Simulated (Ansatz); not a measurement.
How basis sets differ on TlCl (SMILES [Cl][Tl])

TlCl: 2 atoms, total charge 0, spin state singlet. SMILES: `[Cl][Tl]`. The bond length is the measured one.

```xyz
2

Cl    0.0000    0.0000    0.0000
Tl    0.0000    0.0000    2.4848
```

Quantity: the vertical electron affinity (to the doublet anion), in eV. The values are calculated.

The electron affinity is E(neutral) − E(anion): positive where the electron is bound.

```tsv
level	kind	program	value (eV)	CPU time (all runs)
PBEsol-D3(BJ)-ATM/def2-SVP (core potential)	GGA	Ansatz	-0.18	2.8 s
PBEsol-D3(BJ)-ATM/def2-TZVP (core potential)	GGA	Ansatz	0.10	5.6 s
PBEsol-D3(BJ)-ATM/def2-TZVPP (core potential)	GGA	Ansatz	0.10	5.7 s
PBEsol-D3(BJ)-ATM/def2-QZVP (core potential)	GGA	Ansatz	0.21	16 s
```

Spin-orbit coupling, which can split open shells on such heavy atoms by tenths of an eV, is left out. The values span -0.18 to 0.21 eV. Times are those of the runs behind each value, whatever else they computed, on shared processors of several kinds: orders of magnitude only.
